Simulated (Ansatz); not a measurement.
Relaxation of F2H5O3Ta (11 atoms, charge 0, multiplicity 1), to a largest force component of 0.03 eV/Å in at most 50 steps.

These are results of RKS BLYP/def2-SVP in Ansatz 0.2.0, not measurements.

```xyz
11
Properties=species:S:1:pos:R:3:forces:R:3
Ta -0.709 0.186 0.130 -0.09 -0.12 0.00
F 2.112 -1.131 0.432 -0.04 -0.44 0.02
O -0.523 0.247 2.050 0.04 0.03 0.04
H 0.038 0.661 2.728 -0.03 -0.01 -0.03
O -0.359 0.478 -1.733 0.04 0.02 -0.07
H 0.264 0.894 -2.353 -0.03 0.00 0.03
F -2.332 1.171 0.122 -0.02 0.00 0.00
O -0.848 -1.725 0.010 0.00 -0.08 0.09
H -0.516 -2.334 0.701 -0.04 0.07 -0.09
H 0.835 1.117 0.252 0.27 -0.08 0.05
H 2.138 -0.194 0.393 -0.12 0.62 -0.04
```

**Question.** Where does it end, and by what steps?

**Answer.** It converged. The force dipped under the threshold on the way, but the program's further checks kept it going. After 47 steps the energy has fallen by 1.643 eV; H10 moved furthest, 2.80 Å. Parted: Ta1–H10 (1.81 → 4.97 Å), F2–H11 (0.94 → 2.46 Å). Joined: Ta1–F2 (3.13 → 1.95 Å), H10–H11 (1.85 → 0.77 Å).

| step | energy less start (eV) | largest force component (eV/Å) | accepted |
| --- | --- | --- | --- |
| 0 | 0.0000 | 0.616 | yes |
| 2 | -0.0389 | 0.622 | no |
| 4 | -0.0748 | 0.386 | yes |
| 6 | -0.0905 | 0.616 | yes |
| 8 | -0.1375 | 0.585 | yes |
| 10 | -0.1569 | 0.144 | yes |
| 12 | -0.1626 | 0.166 | yes |
| 14 | -0.1680 | 0.270 | yes |
| 16 | -0.1663 | 1.129 | no |
| 18 | -0.2162 | 0.883 | yes |
| 20 | -0.5388 | 2.054 | yes |
| 22 | -1.1606 | 0.726 | yes |
| 24 | -1.3485 | 0.275 | yes |
| 26 | -1.4167 | 0.226 | yes |
| 28 | -1.4700 | 0.701 | yes |
| 30 | -1.5990 | 0.362 | yes |
| 32 | -1.6178 | 0.108 | yes |
| 34 | -1.6215 | 0.338 | yes |
| 36 | -1.6285 | 0.066 | yes |
| 38 | -1.6332 | 0.144 | yes |
| 40 | -1.6371 | 0.134 | yes |
| 42 | -1.6390 | 0.143 | yes |
| 44 | -1.6419 | 0.063 | yes |
| 46 | -1.6429 | 0.057 | yes |
| 47 | -1.6433 | 0.020 | yes |

```xyz
11
Properties=species:S:1:pos:R:3
Ta -1.046 -0.316 0.193
F 0.906 -0.355 0.278
O -1.018 0.662 1.848
H -0.246 0.940 2.374
O -0.873 0.621 -1.478
H -0.059 0.887 -1.943
F -2.949 -0.272 0.110
O -1.010 -2.239 0.218
H -0.238 -2.833 0.259
H 3.620 1.372 0.458
H 3.014 0.903 0.414
```

Whether the end is a true minimum wasn't checked by a vibrational analysis.

Run time: 69 s on 4 threads of Arm Neoverse V2, on a shared host, peak memory 0.18 GiB.
